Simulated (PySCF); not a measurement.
Isomers of C6H4F4, one GFN2-xTB conformer each. Single-point energies are computed at PBE0/pcSseg-1 (PySCF, gas phase, no added dispersion term), electronic only.

Question: Rank them by PBE0/pcSseg-1 energy, lowest first (kcal/mol).
A. `[CH:1]#[C:2]/[C:3]([F:4])=[CH:5]/[CH2:6][C:7]([F:8])([F:9])[F:10]` with C3–C5–C6–C7 -120°
B. `[CH2:1]=[C:2]=[C:3]=[C:4]([CH2:5][F:6])[C:7]([F:8])([F:9])[F:10]` with C3–C4–C5–F6 0°
C. `[F:1][CH2:2]/[CH:3]=[CH:4]\[C:5]#[C:6][C:7]([F:8])([F:9])[F:10]` with F1–C2–C3–C4 167°

Answer: A (0.0), C (7.8), B (10.0).

As drawn, the lowest has a C≡C bond, which the highest lacks; the highest has cumulated double bonds, which the lowest lacks. Neighbours under 2.5 kcal/mol apart (FC/C=C\C#CC(F)(F)F and C=C=C=C(CF)C(F)(F)F) can change places with a better method, another conformer or zero-point energy. GFN2-xTB itself gives, in the same order: 0.0, 3.2, 8.2. Both levels put the same isomer lowest; measured from each level's own lowest isomer, the values differ by up to 4.6 kcal/mol (FC/C=C\C#CC(F)(F)F: 3.2 against 7.8).

Question: Which frontier levels, dipoles and rotational constants go with these structures?

Answer: 
```csv
SMILES,"HOMO (eV, PBE0/pcSseg-1)",LUMO (eV),dipole (D),"A, B, C (MHz)"
C#C/C(F)=C/CC(F)(F)F,-7.54,-1.33,2.39,"2988, 627.6, 584.0"
FC/C=C\C#CC(F)(F)F,-7.93,-1.92,2.34,"2819, 485.4, 448.1"
C=C=C=C(CF)C(F)(F)F,-7.64,-2.31,1.53,"1605, 964.7, 675.8"
```
